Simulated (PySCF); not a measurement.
**Steps of a relaxation of [Bi(BH4)2]+**

[Bi(BH4)2]+ (singlet). PySCF 2.14.0, RKS PBE0, Bi def2-SVP with ECP60, B def2-SVP, H def2-SVP; non-relativistic Hamiltonian with scalar-relativistic core potentials where named; density fitting; no spin-orbit coupling. Origin of the start: template. Columns: position (Å) and force (eV/Å). Energies are counted from the last step; some of the 19 steps are shown. Forces carry noise of the integration grid, about 0.01 to 0.03 eV/Å.

Run from Python with OMP_NUM_THREADS=2. Where DIIS fails, smearing, a level shift and second-order steps follow.
It took 52 s on 2 threads of Arm Neoverse V1 (shared host), from the converged density of the start.

```xyz
11
step 0  E = 0.625 eV
Bi    0.0000    0.0000   -0.1193     0.00    0.00   -0.16
B     2.1222    0.0000    0.8304     0.76   -0.32   -0.62
H     3.2175    0.0000    1.3206     0.05    0.00    0.41
H     1.4021   -0.8335    1.4213    -0.46   -0.29    0.20
H     2.2076   -0.3051   -0.3787     0.26    0.10    0.20
H     1.6179    1.1386    0.9390    -0.40    0.44   -0.10
B    -2.1222    0.0000    0.8304    -0.76    0.32   -0.62
H    -3.2175    0.0000    1.3206    -0.05    0.00    0.41
H    -1.4021    0.8335    1.4213     0.46    0.29    0.20
H    -2.2076    0.3051   -0.3787    -0.26   -0.10    0.20
H    -1.6179   -1.1386    0.9390     0.40   -0.44   -0.10
```

```xyz
11
step 6  E = 0.072 eV
Bi    0.0000    0.0000   -0.3325     0.00    0.00   -0.30
B     2.0636   -0.0190    0.8090     0.17   -0.06    0.01
H     2.7226    0.0078    1.8249    -0.15   -0.03   -0.03
H     1.1409   -0.9053    1.1186     0.09   -0.04    0.04
H     2.5752   -0.2806   -0.2682    -0.01    0.03    0.10
H     1.4420    1.1101    0.7547     0.04    0.10    0.02
B    -2.0636    0.0190    0.8090    -0.17    0.06    0.01
H    -2.7226   -0.0078    1.8249     0.15    0.03   -0.03
H    -1.1409    0.9053    1.1186    -0.09    0.04    0.04
H    -2.5752    0.2806   -0.2682     0.01   -0.03    0.10
H    -1.4420   -1.1101    0.7547    -0.04   -0.10    0.02
```

```xyz
11
step 12  E = 0.006 eV
Bi    0.0000    0.0000   -0.4658     0.00    0.00    0.05
B     2.0355   -0.0327    0.8228    -0.12   -0.01    0.02
H     2.3557   -0.0145    1.9877     0.01    0.01    0.00
H     1.1304   -0.9958    0.9189     0.04    0.04   -0.04
H     2.7842   -0.2355   -0.1034    -0.01    0.00    0.01
H     1.3940    1.0913    0.6797     0.02   -0.05   -0.01
B    -2.0355    0.0327    0.8228     0.12    0.01    0.02
H    -2.3557    0.0145    1.9877    -0.01   -0.01    0.00
H    -1.1304    0.9958    0.9189    -0.04   -0.04   -0.04
H    -2.7842    0.2355   -0.1034     0.01    0.00    0.01
H    -1.3940   -1.0913    0.6797    -0.02    0.05   -0.01
```

Task: Where does the relaxation end?

Result: It converges at step 18 in C2:
```xyz
11
step 18  E = 0
Bi    0.0000    0.0000   -0.4994
B     2.0060   -0.0502    0.8365
H     2.2651   -0.0266    2.0159
H     1.1405   -1.0413    0.8424
H     2.8056   -0.2019   -0.0544
H     1.3538    1.0648    0.6821
B    -2.0060    0.0502    0.8365
H    -2.2651    0.0266    2.0159
H    -1.1405    1.0413    0.8424
H    -2.8056    0.2019   -0.0544
H    -1.3538   -1.0648    0.6821
```

Task: How did the contacts change?

Result: 
```tsv
contact	start (Å)	end (Å)
Bi1–H5 (BH4)	2.244	2.848
Bi1–H10 (BH4)	2.244	2.848
Bi1–H4 (BH4)	2.244	2.046
Bi1–H9 (BH4)	2.244	2.046
```
